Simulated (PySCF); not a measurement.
Run record: excited-state job, `C[CH2][GeH2][GeH3]`.

Computed with TDDFT PBE0/def2-SVPD, vertical, gas phase, core orbitals frozen in the response (PySCF 2.14.0, density-fitted response routines). Geometry: GFN2-xTB. The command runs a driver script over a list of jobs; the input below is this job's line of settings and its coordinates in Å.

Command:
```bash
OMP_NUM_THREADS=1 python probes_run.py task.json out
```

Input:
```
{"job": {"kind": "uv", "xc": "PBE0", "basis": "def2-SVPD", "nstates": 6, "ntriplets": 2}, "charge": 0, "multiplicity": 1}
C     -1.763435     0.165624    -0.239133
C     -1.202466    -0.445484     1.037592
Ge     0.641022     0.196950     1.395268
Ge     2.056566    -0.026789    -0.507993
H     -1.793587     1.251951    -0.162840
H     -2.773382    -0.191796    -0.435111
H     -1.136336    -0.095547    -1.093163
H     -1.845136    -0.199676     1.884109
H     -1.191805    -1.533936     0.951352
H      1.201061    -0.515583     2.605007
H      0.582776     1.645023     1.823605
H      1.924417    -1.351899    -1.200602
H      1.779089     0.988871    -1.576930
H      3.520537     0.111819    -0.223302
```

Output:
```
coarse grid: 49912 points
cycle   1  E = -4234.9848369686  dE = -1.166e+00  |g| = 5.531e-01  |ddm| = 4.295e+00
cycle   2  E = -4234.9660140221  dE =  1.882e-02  |g| = 6.294e-01  |ddm| = 1.040e+00
cycle   3  E = -4235.0278133036  dE = -6.180e-02  |g| = 4.425e-02  |ddm| = 6.348e-01
cycle   4  E = -4235.0283139667  dE = -5.007e-04  |g| = 1.789e-02  |ddm| = 7.637e-02
cycle   5  E = -4235.0283881654  dE = -7.420e-05  |g| = 3.019e-03  |ddm| = 2.360e-02
cycle   6  E = -4235.0283907202  dE = -2.555e-06  |g| = 4.829e-04  |ddm| = 6.447e-03
final grid: 102216 points
cycle   7  E = -4235.0283871669  dE = -1.370e-07  |g| = 4.834e-04  |ddm| = 7.352e-03
cycle   8  E = -4235.0283871646  dE =  2.330e-09  |g| = 5.467e-04  |ddm| = 1.648e-03
cycle   9  E = -4235.0283872331  dE = -6.848e-08  |g| = 5.121e-05  |ddm| = 7.540e-04
cycle  10  E = -4235.0283872335  dE = -4.629e-10  |g| = 3.926e-06  |ddm| = 6.963e-05
converged SCF energy = -4235.0283872335

Static polarisability (au): isotropic 90.110, principal 77.151 89.266 103.913

Singlet excitations
state   eV       nm        f      main configurations
  1   7.1947    172.3   0.04498   H->L 0.92
  2   7.3957    167.6   0.11203   H->L+1 0.79, H-1->L 0.10
  3   7.4726    165.9   0.01228   H->L+2 0.55, H-1->L 0.28, H->L+3 0.09
  4   7.5455    164.3   0.05905   H->L+3 0.57, H-1->L 0.29
  5   7.6917    161.2   0.09631   H-1->L 0.27, H->L+2 0.21, H->L+3 0.21
  6   7.8012    158.9   0.23486   H-1->L+1 0.74, H->L+2 0.09

Triplet excitations (Tamm-Dancoff, eV): 6.5151 6.7041
```

The SCF starts on a coarse grid where the log names one; the energy can jump when the final grid takes over, and dE then counts from the start density on the new grid. H and L stand for HOMO and LUMO; the number after each pair is its weight.

**Question.** Give the mean polarisability as a volume in Å³, and the ratio of the largest to the smallest principal value.

**Answer.** 90.110 au × 0.148185 = 13.35 Å³; 103.913/77.151 = 1.35.

**Question.** How does the lowest singlet excitation compare with the HOMO–LUMO gap?

**Answer.** HOMO -8.07 eV and LUMO 0.23 eV give a gap of 8.30 eV; S1 at 7.19 eV lies 1.11 eV below it.

Main results: HOMO -8.07 eV, LUMO 0.23 eV; lowest singlet 7.19 eV; lowest triplet 6.52 eV (Tamm–Dancoff); mean polarisability 90.1 au.

 The PBE0/def2-SVPD calculation is non-relativistic and has no spin–orbit coupling, an omission that weighs most on germanium.

The run took 1.8 min wall, 65 s CPU on one thread, Intel Xeon at 2.50 GHz (x86_64) (shared host), and the process peaked at 0.81 GiB of memory.

One conformer stands for the species.
Labels such as C1 count atoms from 1, the log's own numbers from 0.
